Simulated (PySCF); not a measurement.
Computed Raman spectrum (relative Raman activity) of a molecule C5H5Cl. Geometry optimised at B3LYP-D3(BJ)/def2-SVP. The values are those of a single conformer. Computed with PySCF with B3LYP-D3(BJ)/def2-SVP. Frequencies are harmonic and unscaled.

Lines under 2 % of the strongest are left out, and lines within 2 cm⁻¹ are merged.

ν (cm⁻¹): 66 (w), 132 (w), 316 (vw), 344 (w), 420 (vw), 591 (w), 660 (w), 713 (vw), 910 (vw), 933 (vw), 1154 (vw), 1232 (vw), 1319 (w), 1404 (w), 1425 (w), 1713 (m), 2237 (vs), 3025 (vs), 3080 (s), 3156 (vs), 3260 (s), 3472 (m) (against the strongest line: vs over 80 %, s over 45 %, m over 15 %, w over 4 %, vw less)

Question: Which structure fits?
A) C#C/C(C)=C/Cl
B) C#C[C@H]1C[C@H]1Cl
C) C#CCC(=C)Cl
D) ClC1=CC=CC1

Answer: C, C#CCC(=C)Cl
